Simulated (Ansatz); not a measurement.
Ideal-gas functions of CH₅NZn, SMILES `N[CH2][ZnH]` at 400 K and 1 bar, from an Ansatz frequency run at PBE0-D4/def2-TZVP.

Molar mass 96.45 g/mol, point group C1 (symmetry number 1), electronic degeneracy 1, moments of inertia 15.138, 132.882, 143.607 u Å². Harmonic wavenumbers (cm⁻¹, unscaled): 161, 265, 432, 465, 552, 684, 859, 1066, 1078, 1232, 1317, 1476, 1665, 1884, 2972, 3048, 3504, 3595.

Use S(trans) = R[1.5 ln M + 2.5 ln T − 1.1517]; rotational temperatures θ = 24.2544 K / I; S(rot) = R[ln(√π/σ · √(T³/θAθBθC)) + 1.5]; for each mode x = 1.438777 ν̃/T, S = R[x/(eˣ − 1) − ln(1 − e⁻ˣ)] and H = RT x/(eˣ − 1); 1 cm⁻¹ = 0.0119627 kJ/mol; R = 8.31446 J/(mol·K).

Task: By hand: the entropy, in J/(mol·K).

Result: Translation 171.9. Rotation: θ = 1.6022, 0.1825, 0.1689 K, giving 104.5. Vibration, mode by mode: 12.97, 9.02, 5.44, 4.94, 3.86, 2.65, 1.61, 0.89, 0.86, 0.54, 0.42, 0.26, 0.15, 0.07, 0.00, 0.00, 0.00, 0.00, in all 43.7. Electronic 0.0. Sum 320.1 J/(mol·K).

Task: By hand: H − E and G − E in kJ/mol, counted from the electronic energy.

Result: Zero-point energy ½ × 26255 × 0.0119627 = 157.0; thermal vibration 10.5; translation, rotation and pV give 4 RT = 13.3. H − E = 180.8 kJ/mol, and G − E = 180.8 − 400 × 320.1/1000 = 52.8 kJ/mol.

Vibration gives 14 % of the entropy. The sum counts one conformer and one mirror image; others add a mixing term.
